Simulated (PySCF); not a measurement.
**Electron correlation in Cr²⁺ (chromium, charge +2)**

[Ar] 3d3 4p1, one real determinant (an excited configuration). Calculation: PySCF 2.14, in aug-cc-pVQZ-DK (9s8p6d4f3g2h, 140 functions); scalar relativity by spin-free X2C-1e. Frozen: [Ar]; 4 electrons correlated.

MP2 pair energies summed by pair of shells (mhartree):

```json
{"pair": "3d-3d", "energy": "-19.29", "share (%)": "72.1"}
{"pair": "3d-4p", "energy": "-7.47", "share (%)": "27.9"}
```

Total MP2 correlation energy: -26.75 mhartree.

Same-spin part -26.75 and opposite-spin part 0.00 mhartree; SCS-MP2 scales them by 1/3 and 6/5 to -8.92 mhartree.

The reference is one real determinant that mixes LS terms of this configuration.
